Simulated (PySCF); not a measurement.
Orbital picture of IO

PBE at R = 1.944 Å; basis I cc-pVDZ-PP with ECP28, O cc-pVDZ; scalar-relativistic core potentials; PySCF 2.14. State: ²Π (doublet), unpaired electrons π ↑. Only the outer orbitals are listed, counted within each symmetry, core potentials removing the inner ones.

```tsv
spin	orbital	occ.	ε (eV)	on I (%)	main shells (%)
α	5σ	1	-24.10	17	80 O s, 12 I s
α	6σ	1	-17.49	85	83 I s, 13 O s
α	7σ	1	-9.95	40	55 O p, 37 I p
α	3π	1	-9.33	38	62 O p, 37 I p
α	3π	1	-8.38	57	56 I p, 43 O p
α	4π	1	-6.70	64	63 I p, 36 O p
α	4π	1	-5.75	45	55 O p, 44 I p
α	8σ	0	-3.27	69	60 I p, 32 O p
α	9σ	0	6.67	101	96 I s
α	5π	0	8.83	98	49 I d, 49 I p
β	5σ	1	-23.18	22	75 O s, 16 I s
β	6σ	1	-17.11	81	80 I s, 17 O s
β	7σ	1	-9.56	41	52 O p, 39 I p
β	3π	1	-8.17	63	63 I p, 37 O p
β	3π	1	-8.16	70	69 I p, 30 O p
β	4π	1	-5.43	39	61 O p, 38 I p
β	4π	0	-5.20	33	67 O p, 31 I p
β	8σ	0	-2.96	67	57 I p, 35 O p
β	9σ	0	6.82	101	97 I s
```

Question: Which are the highest filled and the lowest empty level, where do they sit, and how wide is the gap?

Answer: Highest filled β 4π at -5.43 eV (in %: 61 O p, 38 I p); lowest empty β 4π at -5.20 eV (in %: 67 O p, 31 I p); the gap at PBE is 0.23 eV. Both belong to one degenerate shell, split only by its one-sided filling, so this is no excitation gap.

- bond order (Mayer): 1.50
- ⟨S²⟩: 0.752
- charge on I (Mulliken, basis-dependent): 0.38
- charge on I (Löwdin, basis-dependent): 0.43
- dipole moment (positive dipole means I(−)O(+)): -2.43 D
- polarisability along the bond: 37.5 bohr³
- polarisability across the bond: 17.5 bohr³

Shares are Mulliken populations and can fall outside 0 to 100 %.

Spin–orbit coupling is left out. The state was picked by a PBE0 search and need not be the measured ground state.
